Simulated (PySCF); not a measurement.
CF₃O₂S, SMILES O=[S](=O)C(F)(F)F (connectivity only; charge and spin as stated), charge -1, multiplicity 1.

Coordinates come from a B3LYP-D3(BJ)/def2-SVPD optimisation. The spin state was assumed, not searched. The isomer is the one that the SMILES or the coordinates give; other isomers of the formula were not compared.

The numbers are results of B3LYP-D3(BJ)/def2-SVPD run with PySCF 2.14.0, not measurements.

Frequencies are harmonic and unscaled.

```
mode  ν (cm⁻¹)  IR (km/mol)  moving atoms (share of kinetic energy)
----  --------  -----------  --------------------------------------
1           49          1.0                          O 56 %, F 41 %
2          168          0.6                          O 51 %, F 47 %
3          184          1.9                          F 59 %, O 36 %
4          237          8.3                  F 59 %, S 20 %, O 16 %
5          325          0.7                  F 51 %, O 33 %, S 13 %
6          433         51.4                  O 45 %, S 39 %, F 15 %
7          486         14.0                  F 51 %, O 31 %, S 16 %
8          526          0.5                                  F 91 %
9          571         37.5                  F 45 %, S 28 %, O 22 %
10         711          0.9                          F 86 %, C 12 %
11         999        147.2                          O 70 %, S 27 %
12        1060          0.2          C 45 %, O 23 %, S 19 %, F 13 %
13        1097        223.4                          C 75 %, F 24 %
14        1111        556.1          O 36 %, C 32 %, S 23 %, F 10 %
15        1152        177.7                          C 74 %, F 23 %
```
